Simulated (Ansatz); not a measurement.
```yaml
crystal:
  periodic: [false, false, false]
  atoms:
    - {symbol: D, position_ang: [-0.536908, 1.438465, -0.082015]}
    - {symbol: C, position_ang: [-0.462540, 0.077432, -0.396534]}
    - {symbol: O, position_ang: [-0.591105, -0.916826, 0.740615]}
    - {symbol: Si, position_ang: [0.892783, -1.049993, 0.021626]}
    - {symbol: H, position_ang: [-1.460120, 1.717426, 0.226513]}
    - {symbol: H, position_ang: [0.148947, 1.740362, 0.594661]}
    - {symbol: H, position_ang: [-1.165128, -0.198955, -1.180153]}
    - {symbol: H, position_ang: [1.199181, -2.285739, -0.735471]}
    - {symbol: H, position_ang: [2.063391, -0.568572, 0.793660]}
basis:
  gaussian: {orbitals: aug-cc-pVTZ, final_grid: {core_spheres: 8, valence_spheres: 7, degree: 23}}
magnetization: {spin_polarized: true, initial_magnetization: 0}
hamiltonian: {xc: {name: rPW86-PBE}}
output: {forces: true}
```

```sh
$ ansatz run in.yaml --threads 2 --pin off --events-out ev --progress --plain --max-ram 4352MiB
```

Shortened log:

```
Error: YAML parse error: error: line 4 column 16: `D` is not an element symbol (H … Og, case-exact)
 --> <input>:4:16
2 |   periodic: [false, false, false]
3 |   atoms:
4 |     - {symbol: D, position_ang: [-0.536908, 1.438465, -0.082015]}
5 |     - {symbol: C, position_ang: [-0.462540, 0.077432, -0.396534]}
6 |     - {symbol: O, position_ang: [-0.591105, -0.916826, 0.740615]}
```

In this input an element symbol is wrong. The input was rejected before any iteration.
